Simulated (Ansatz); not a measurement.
F₃La (SMILES [F][La]([F])[F]), singlet, at a GFN2-xTB geometry (such geometries of metal compounds can be far from the true shape) (core potentials on La); B3LYP5/def2-SVPD (Ansatz, an electronic-structure program).

Here is a job for Ansatz.
Ansatz 0.2 input:
```yaml
crystal:
  periodic: [false, false, false]
  atoms:
    - {symbol: La, position_ang: [0.03101627, -0.05651823, -0.13480663]}
    - {symbol: F, position_ang: [-1.70864996, -0.89419144, 0.33144867]}
    - {symbol: F, position_ang: [-0.05107305, 1.90142145, -0.45924858]}
    - {symbol: F, position_ang: [1.56328666, -0.64928125, 0.98157523]}
basis:
  gaussian:
    orbitals: def2-SVPD
hamiltonian:
  xc: b3lyp5
accuracy: high
```

Q: What does Ansatz print? Leave out banner, timings and long lists.

A: 
```
Functional definition: B3LYP5
2022 factors; integrals over basis functions are off by at most 7.7e-9 eV
mean field evaluation 1: about -8997.6259 eV, gradient 7.5e1 eV
mean field evaluation 2: about -8962.4604 eV, gradient 1.7e2 eV
mean field evaluation 4: about -9006.5260 eV, gradient 1.7e0 eV
mean field evaluation 8: about -9006.5829 eV, gradient 4.9e-2 eV
mean field evaluation 16: about -9006.5829 eV, gradient 3.1e-6 eV
mean field -9006.58290942 eV, -330.9858170402 hartree, gradient 6.8e-9 eV, S^2 0.000000; 0 other end points of the search recorded, 0 dependent functions left out
reference -9006.58295035 eV, -330.9858185443 hartree; 19, 19 occupied and 85, 85 virtual orbitals, 2022 factors
Total energy: -9006.58295035 eV, -330.9858185443 hartree
```
